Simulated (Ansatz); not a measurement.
Species: hydrogen telluride, H₂Te, net charge 0, singlet state. 
Geometry from a B3LYP-D3(BJ)/def2-TZVP (Ansatz, an electronic-structure program) optimisation:
SMILES: [TeH2]
```xyz
3

Te    -0.0007     0.0433     0.0023
H     -1.1604    -1.1450    -0.0483
H      1.1973    -1.1053    -0.0693
```
Charge 0, spin multiplicity 1.

Wanted: vertical triplet-singlet gap (E(triplet) - E(singlet); each state is the SCF solution reached for its spin), in kJ/mol. Correlated levels leave the core frozen unless marked. Open shells are spin-unrestricted. No spin-orbit coupling. Frozen are the shells of the preceding noble gas and the d and f shells that filled before the atom's block. In def2 rows, elements after Kr have scalar-relativistic effective core potentials. CBS marks a two-point X^-3 extrapolation of the correlation energy; Hartree-Fock from the larger set.

| level | program | vertical triplet-singlet gap (kJ/mol) |
|---|---|---|
| SVWN5/def2-TZVPD | Ansatz | ? |
| wB97M-V/def2-TZVPD | Ansatz | 374.5 |
| B2PLYP/def2-TZVPD | Ansatz | ? |
| SCS-MP2/def2-TZVPPD | Ansatz | 378.7 |
| CCSD/def2-QZVPPD | Ansatz | 372.4 |
| CCSD(T)/CBS(def2-TZVPPD,def2-QZVPPD) | Ansatz | 377.8 |

Problem. Fill in the missing entries.

Solution. 
- SVWN5/def2-TZVPD, vertical triplet-singlet gap (kJ/mol): 383.3
- B2PLYP/def2-TZVPD, vertical triplet-singlet gap (kJ/mol): 371.9
